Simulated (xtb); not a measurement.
Cl4Zr (SMILES [Cl][Zr]([Cl])([Cl])[Cl]), singlet, geometry from GFN2-xTB (such geometries of metal compounds can be far from the true shape).

xtb was given this input:
```
$ xtb mol.xyz --gfn 1 --etemp 10000 --json

# file mol.xyz
5

Zr    -0.00000000     0.00000000     0.00000000
Cl     1.79919529    -0.56519177    -1.22978742
Cl     0.64651622     0.46587134     2.10568355
Cl    -0.98544887     1.81277582    -0.90092002
Cl    -1.46026264    -1.71345538     0.02502389
```

Problem. What does this run give for the partial charges in atom order, total energy (a free energy at this electronic temperature), dipole moment?

Solution. 
partial charges in atom order: Zr1 1.04, Cl2 -0.26, Cl3 -0.26, Cl4 -0.26, Cl5 -0.26
total energy (a free energy at this electronic temperature): -509.8496 eV
dipole moment: 0.00 D
